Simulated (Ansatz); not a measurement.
The same molecule with X = B, Al, Ga, In. Ansatz, PBE0-D4/def2-TZVP geometries, multiplicity 1.

Elements past krypton have def2 core potentials. Scalar relativity is left out up to krypton.

```csv
X,molecule,mean X–C bond length / Å,mean X–H bond length / Å,HOMO energy (PBE/def2-TZVPP) / eV,HOMO–LUMO gap (ωB97M-V/def2-TZVPP) / eV,LUMO energy (PBE0/def2-TZVPP) / eV
Al,`N#[C][AlH2]`,1.938,1.573,-7.95,10.61,-2.56
Ga,`N#[C][GaH2]`,1.949,1.553,-8.00,10.60,-2.69
In,`N#[C][InH2]`,2.136,1.704,-7.77,10.19,-2.62
```

Problem. Give the row for X = B, `BC#N`. (Best estimate.)

Solution. Computed: 
```json
{"X": "B", "molecule": "`BC#N`", "mean X–C bond length / Å": "1.522", "mean X–H bond length / Å": "1.189", "HOMO energy (PBE/def2-TZVPP) / eV": "-8.40", "HOMO–LUMO gap (ωB97M-V/def2-TZVPP) / eV": "10.77", "LUMO energy (PBE0/def2-TZVPP) / eV": "-3.35"}
```

From B to In the mean X–C bond length rises at each step, by 0.614 Å in all; the mean X–H bond length isn't monotonic: highest at In, lowest at B; the HOMO energy (PBE/def2-TZVPP) isn't monotonic: highest at In, lowest at B; the HOMO–LUMO gap (ωB97M-V/def2-TZVPP) falls at each step, by 0.58 eV in all; the LUMO energy (PBE0/def2-TZVPP) isn't monotonic: highest at Al, lowest at B. Bonds lengthen as the atom grows down the group.
